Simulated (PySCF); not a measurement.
# One molecule, a ladder of functionals, a line

Molecule: `CC(C)BP`, C₃H₁₀BP.

Mapped SMILES: `[CH3:1][CH:2]([CH3:3])[BH:4][PH2:5]` (H(Xn): hydrogen on atom n).

GIAO shieldings (ppm, equivalent atoms averaged) in PySCF 2.14 on the PBE0-D3(BJ)/def2-SVP geometry, basis pcSseg-1, gas phase, non-relativistic:

```tsv
functional	exact exchange (%)	σ(C2)	σ(B4)	σ(P5)
BLYP	0	141.6	0.7	451.6
BP86	0	147.2	5.5	466.8
PBE	0	147.2	4.0	467.8
B3LYP	20	148.4	4.2	467.4
mPW1PW91	25	154.4	8.9	483.8
BHandHLYP	50	156.7	10.2	488.7
HF	100	168.8	24.6	524.2
```

**Question.** Fit each shielding as a line in the percentage of exact exchange.

**Answer.** σ(C2) = 145.5 + 0.23 x (rms 2.2 ppm); σ(B4) = 2.6 + 0.20 x (rms 2.1 ppm); σ(P5) = 461.5 + 0.61 x (rms 6.2 ppm). The functionals also differ in their semilocal parts, which the line can't hold; Hartree–Fock has no correlation at all.

**Question.** What does the line predict for PBE0 (25 %), and what does the run give?

**Answer.** σ(C2): 151.2 predicted, 155.0 computed; σ(B4): 7.6 predicted, 8.4 computed; σ(P5): 476.8 predicted, 486.9 computed ppm.
